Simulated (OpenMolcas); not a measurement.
## Tm3+ in a ligand field

Tm3+ with 6 ligands (chloride) in octahedral coordination (Oh) at 2.64 Å. A charge of +0.5 e stands 2.6 Å behind each ligand. Ligand basis ANO-RCC-VDZP.
```
Tm    0.0000    0.0000    0.0000
Cl    2.6400    0.0000    0.0000
Cl    0.0000    2.6400    0.0000
Cl   -2.6400    0.0000    0.0000
Cl    0.0000   -2.6400    0.0000
Cl    0.0000    0.0000    2.6400
Cl    0.0000    0.0000   -2.6400
```

```json
{
  "Program": "OpenMolcas 26.06",
  "Method": "CASSCF",
  "Basis": "ANO-RCC-VDZP [7s6p4d2f1g]",
  "Scalar Hamiltonian": "DKH2, point nucleus",
  "Active space": "12 electrons in 7 orbitals (4f)",
  "State averaging": "2S+1 = 3 even, 21 roots; 2S+1 = 1 even, 27 roots kept (CI in the orbitals of an earlier block)",
  "Spin-orbit coupling": "state interaction with AMFI integrals over the reference wave functions"
}
```

The lowest spin-free states (labels of O, the rotations of Oh), above the lowest:

| State | Degeneracy | E (cm-1) |
| --- | --- | --- |
| 3T1 | 3 | 0.0 |
| 3E | 2 | 43.9 |
| 3T2 | 3 | 87.1 |
| 3T1 | 3 | 205.9 |
| 3T2 | 3 | 7983 |
| 3A2 | 1 | 7990 |
| 3T1 | 3 | 8026 |
| 1T2 | 3 | 8883 |
| 1E | 2 | 9158 |
| 1T1 | 3 | 9169 |
| 1A1 | 1 | 9186 |
| 1E | 2 | 27864 |
| 1T2 | 3 | 28026 |
| 1E | 2 | 33761 |
| 1T2 | 3 | 33776 |
| 1A2 | 1 | 33830 |
| 1T2 | 3 | 33938 |
| 1T1 | 3 | 33975 |
| 1A1 | 1 | 34007 |
| 3T1 | 3 | 37010 |

The lowest levels with spin-orbit coupling:

```
E (cm-1)  Degeneracy  Label      2S+1
     0.0           1     A1         3
    22.6           3     T1         3
    48.1           3     T2         3
    86.1           1     A2         3
   158.8           3     T2         3
   169.0           2      E         3
    6694           3     T2  3 (65 %)
    6834           2      E  3 (66 %)
    6844           3     T1  3 (66 %)
    6859           1     A1  3 (66 %)
    8387           3     T1         3
    8404           2      E         3
    8458           3     T2         3
    8506           3     T1         3
   13364           2      E         3
   13380           3     T2         3
   13417           3     T1         3
   13490           1     A1         3
   16338           1     A2         3
   16351           3     T1         3
```

Powder χT (cm3 K/mol): 0.874 at 2 K, 4.01 at 10 K, 6.62 at 50 K, 6.92 at 100 K, 7.06 at 200 K, 7.09 at 300 K. The effective moment at 300 K is 2.828 √(χT) = 7.53 μB.

Hund's rules give f12 the level 3H6 with g = 1.167, so an isolated free-ion multiplet has χT = g² J(J+1) / 8 = 7.146 cm3 K/mol. The computed 7.091 at 300 K differs by -1 %, through the field's splitting, the mixing of terms and any other multiplet in reach.

Stevens parameters of the J = 6 multiplet, which is 169 cm-1 wide (cm-1, z along the main axis): B40 = 1.057e-02, B44 = 5.291e-02, B60 = -3.147e-05, B64 = 6.613e-04.

Metal share of the active 4f orbitals (Löwdin): 100, 100, 100, 100, 100, 100, 100 %; Mulliken charge of the metal 1.97.

Without dynamic correlation the ligand-field splitting of an f shell can come out too small, at times by half. The first state left out of the spin-orbit step lies near 82000 cm-1 above the lowest spin-free state of the reference (among the parities and spins computed), and the lists stop at four fifths of that energy or lower. No measured value stands beside these numbers; the geometry is a model, was not optimised and need not be the one that this ion takes.
